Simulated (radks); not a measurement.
Results of a calculation; reference values are marked as such.
Q: These are the eigenvalues of the occupied orbitals of an atom or ion with whole-number occupations (Ry). Level of theory: scalar-relativistic Kohn-Sham, PBEsol, spin-polarised, spherical densities, point nucleus (a radial shooting solver on a logarithmic mesh with Libxc functionals).

orbital  eigenvalue
1s up     -2525.917
1s down   -2525.914
2s up     -393.7587
2s down   -393.7572
2p up     -353.4431
2p down   -353.4406
3s up     -81.11394
3s down   -81.11133
3p up     -68.09553
3p down   -68.09259
3d up     -48.77903
3d down   -48.77622
4s up     -15.23414
4s down   -15.22837
4p up     -11.10990
4p down   -11.10385
4d up      -5.10071
4d down    -5.09158
5s up      -2.16409
5s down    -2.11421
5p up      -1.27526
5p down    -1.22439

Which element is it, and in what charge state? The configuration may be excited. Open shells, if any, are filled with parallel spins first.

A: Z = 54, xenon, charge +1: Xe+ in [Kr] 4d10 5s2 5p5. The list shows which subshells hold electrons but not how many an open one holds; the 1s level, -1263 hartree, gives Z - s = 50.3 by -(Z - s)^2/2, which with screening and relativity narrows Z to a few neighbours, and the depths of the outer levels then fix element, charge and occupations together.
